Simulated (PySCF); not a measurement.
## How the method moves the HOMO and LUMO of `C[Si@@H](P)[SiH2]CCl`

C₂H₁₀ClPSi₂.
SMILES with atom numbers: `[CH3:1][Si@@H:2]([PH2:3])[SiH2:4][CH2:5][Cl:6]` (hydrogens: H7, H8, H9 on C1; H10 on Si2; H11, H12 on P3; H13, H14 on Si4; H15, H16 on C5)

Geometry (PBE0-D3(BJ)/def2-SVP, Å), atoms numbered from 1 in this order:
```
atom  x, y, z in Å
C1    -0.7077    2.5372   -0.2935
Si2   -0.3225    0.9218    0.5906
P3    -2.1096   -0.4687    0.3453
Si4    1.6208   -0.0950   -0.2355
C5     3.1779    0.7966    0.3974
Cl6    3.0692    2.5463    0.0110
H7    -1.6233    2.9932    0.1130
H8    -0.8535    2.3609   -1.3702
H9     0.1295    3.2401   -0.1720
H10   -0.1578    1.1500    2.0627
H11   -1.4298   -1.6188    0.8554
H12   -1.7974   -0.7808   -1.0162
H13    1.6243   -0.0668   -1.7317
H14    1.6993   -1.5264    0.2055
H15    3.2723    0.7040    1.4891
H16    4.1001    0.4109   -0.0609
```

Basis pcSseg-1 throughout (PySCF), one geometry. The structure is a single PBE0-D3(BJ)/def2-SVP conformer in the gas phase; no vibrational or solvent corrections.

Problem. How do the orbital energies, the gap and the dipole change with the method?

Solution. 
```
   method                    kind  HOMO (eV)  LUMO (eV)  gap (eV)  μ (D)  SCF cycles
     BLYP                     GGA      -5.96      -0.89      5.07   1.20          14
    B97-D                     GGA      -6.10      -0.93      5.17   1.28          14
      PBE                     GGA      -6.14      -1.07      5.07   1.28          14
     OPBE                     GGA      -6.14      -0.91      5.23   1.36          15
      KT3                     GGA      -6.21      -1.09      5.12   1.25          15
      KT2                     GGA      -6.21      -1.23      4.99   1.28          15
      LDA                     LDA      -6.22      -1.29      4.93   1.36          13
     BP86                     GGA      -6.25      -1.15      5.10   1.29          14
    B3LYP           global hybrid      -6.99      -0.40      6.59   1.33          12
    B97-2           global hybrid      -6.99      -0.24      6.75   1.40          12
     PBE0           global hybrid      -7.22      -0.26      6.96   1.43          12
 mPW1PW91           global hybrid      -7.25      -0.24      7.00   1.43          12
BHandHLYP           global hybrid      -8.15       0.67      8.82   1.47          12
CAM-B3LYP  range-separated hybrid      -8.42       0.81      9.24   1.43          12
  wB97X-D  range-separated hybrid      -9.00       1.44     10.44   1.52          13
       HF            Hartree–Fock      -9.64       2.90     12.54   1.65          10
  LC-wPBE  range-separated hybrid      -9.74       1.86     11.60   1.59          12
```

The HOMO spans 3.78 eV, from BLYP down to LC-wPBE, and the gap runs from 4.93 eV (LDA) to 12.54 eV (HF). Over the methods BLYP (0 %), B97-D (0 %), PBE (0 %), OPBE (0 %), KT3 (0 %), KT2 (0 %), LDA (0 %), BP86 (0 %), B3LYP (20 %), B97-2 (21 %), PBE0 (25 %), mPW1PW91 (25 %), BHandHLYP (50 %), HF (100 %), a straight line through the gap against the share of exact exchange rises by 0.75 eV for each 10 % (correlation coefficient 0.999). The dipole ranges from 1.20 D (BLYP) to 1.65 D (HF). This basis has no diffuse functions.

The vertical ΔSCF ionisation energy at CAM-B3LYP/def2-SVPD is 9.03 eV; −ε(HOMO) comes closest to it with wB97X-D (9.00 eV).
